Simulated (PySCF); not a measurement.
## Calculated data, CH₄BO

All values are calculated (PySCF 2.14.0). Calculation on a computer-drawn molecule: the log of a Hartree-Fock and frozen-core CCSD(T) single point meant for a local Hartree-Fock minimum, with one planted fault or none, to be diagnosed. Offsets are logged minus clean, where the clean run is the same molecule without the fault. The reference is restricted for singlets and unrestricted otherwise, and also for a bond in bohr or an excited solution. Adding or removing an electron swaps singlet and doublet. The excited solution moves the top pair (singlet) or top alpha electron (doublet) to the lowest empty orbital. Highest occupied and lowest empty are orbital energies over both spins, largest force is the largest gradient component, triples share is (T) over the correlation energy, the T1 limit is 0.02 restricted and 0.045 unrestricted, electrons count all cores, a negative frequency is imaginary (commonest isotopes), and the dipole is about the centre of nuclear charge.

CH₄BO

Logged structure:
```xyz
7
CH4BO
C     -1.6091    -0.1251     1.2907
B     -0.4977    -0.2774     0.2173
O      0.5821    -1.0780     0.3868
H     -3.2392     1.0879     1.0150
H     -1.5934    -0.6465     2.2461
H     -0.5527     0.3190    -0.8233
H      0.6018    -1.5361     1.2135
```

* meant charge: 0
* meant multiplicity: 2
* meant basis: cc-pVDZ
* logged electrons: 23
* logged basis functions: 62
* logged SCF converged: yes
* logged spin squared: 1.4204
* logged highest occupied: -10.694 eV
* logged lowest empty: 1.4546 eV
* logged largest force: 0.024794 hartree/bohr
* logged T1 diagnostic: 0.082383
* logged D1 diagnostic: 0.35008
* logged triples share: 0.037831
* logged CC converged: yes
* logged dipole magnitude: 2.2241 debye
* logged SCF stable within its kind: yes
* logged energy HF: -139.61701 hartree
* logged energy CCSD(T): -140.06275 hartree
* possible faults: no fault, one electron removed, one electron added, multiplicity raised by two, geometry at a saddle point, SCF held on an excited solution, minimal basis STO-3G, one bond length entered in bohr, all coordinates scaled
* planted fault: one bond length entered in bohr, row 3 of the drawn bonds
* HF energy offset from clean run: 93.98 kcal/mol
* CCSD(T) energy offset from clean run: 83.99 kcal/mol

Drawn bonds:
```csv
atom,other atom,order
1,2,1
2,3,1
1,4,1
1,5,1
2,6,1
3,7,1
```

Notes: T1 above single-reference limit.
